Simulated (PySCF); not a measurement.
Static response to an electric field

Species: C6H9NO.
Atom-mapped SMILES: `[CH3:1][C:2]#[C:3][CH2:4][NH:5][C:6]([CH3:7])=[O:8]` (hydrogens: H9, H10, H11 on C1; H12, H13 on C4; H14 on N5; H15, H16, H17 on C7)

Structure used (GFN2-xTB), in Å, numbered top down from 1:
```xyz
17
C6H9NO angstrom
C      3.5477   -0.9901    0.0487
C      2.1440   -0.9818    0.3972
C      0.9879   -0.9883    0.7148
C     -0.4281   -0.9647    1.0367
N     -1.1641   -0.1036    0.1301
C     -1.8839    0.9592    0.5594
C     -2.5028    1.7608   -0.5684
O     -2.0283    1.2245    1.7327
H      3.8425   -0.0102   -0.3258
H      3.7404   -1.7377   -0.7207
H      4.1459   -1.2253    0.9284
H     -0.8319   -1.9856    0.9941
H     -0.5828   -0.5600    2.0426
H     -1.0336   -0.2560   -0.8574
H     -3.1569    1.1276   -1.1641
H     -1.7225    2.1637   -1.2110
H     -3.0803    2.5795   -0.1495
```

Level: PBE0/def2-SVPD (PySCF), static field, nuclei fixed, core orbitals frozen in the response. The polarisability tensor in these axes (au):

```
x   106.02 -15.32  -5.72
y   -15.32  73.84  -0.38
z    -5.72  -0.38  73.06
```

Task: Give the principal values, the mean and the anisotropy Δα = √{½[(α1 − α2)² + (α2 − α3)² + (α1 − α3)²]}.

Result: Principal values 66.66, 73.44 and 112.82 au; mean 84.30 au = 12.49 Å³ = 13.90 × 10⁻⁴⁰ C²·m²/J; Δα = 43.18 au (51 % of the mean).

Task: What is the dipole moment, and where does it point?

Result: (1.53, -1.41, -3.50) D, 4.07 D in size, pointing from the negative to the positive side. Measured along this direction, the outermost atoms are O8 at the negative end and H10 at the positive end.

Task: Molar refractivity from α?

Result: Lorentz–Lorenz: R = (4π/3)N_A α = 2.5225 cm³/(mol·Å³) × 12.49 Å³ = 31.5 cm³/mol, in the limit of long wavelengths.

Task: Find the Langevin capture rate constant for H3O+ (19.018 u) meeting this molecule (111.068 u), k = 2.342 × 10⁻⁹ cm³/s × √(α in Å³ / reduced mass in u).

Result: The reduced mass is 16.24 u, so k = 2.05 × 10⁻⁹ cm³/s. The formula leaves out the permanent dipole, which adds to the capture rate.

Task: In TDDFT the mean static polarisability is Σ f/ω² over all singlet excitations (ω in hartree). How much of it do the 6 lowest give? Their energies (eV) and oscillator strengths: 5.83, 0.0014; 6.42, 0.0199; 6.57, 0.0153; 6.76, 0.0034; 6.81, 0.0306; 6.89, 0.0041.

Result: They add up to 1.26 au, 1.5 % of the 84.30 au; the largest single term is 0.49 au, from the state at 6.81 eV. Terms in order: 0.03, 0.36, 0.26, 0.06, 0.49, 0.06 au. Higher excitations give the rest. The strengths listed sum to 0.075.

Task: Traceless (Buckingham) quadrupole moment about the centre of nuclear charge: eigenvalues?

Result: -11.75, 1.41, 10.34 D·Å. The values depend on the origin, since the dipole doesn't vanish. The electronic extent ⟨r²⟩ about the same centre is 1520 bohr², a root-mean-square distance of 2.66 Å for the 60 electrons.

Task: What depolarisation ratio follows for Rayleigh scattering of linearly polarised light, taking the static tensor?

Result: ρ = 3Δα²/(45ᾱ² + 4Δα²) = 5592.5/(319826 + 7456.7) = 0.0171.

Geometry: GFN2-xTB, one conformer, isolated molecule.

The run behind these numbers computed excited states as well. Time: 41 s; peak memory 0.94 GiB. Hardware: Arm Neoverse V1, one thread, no GPU, shared host with 32 logical CPUs at a one-minute load of 14.
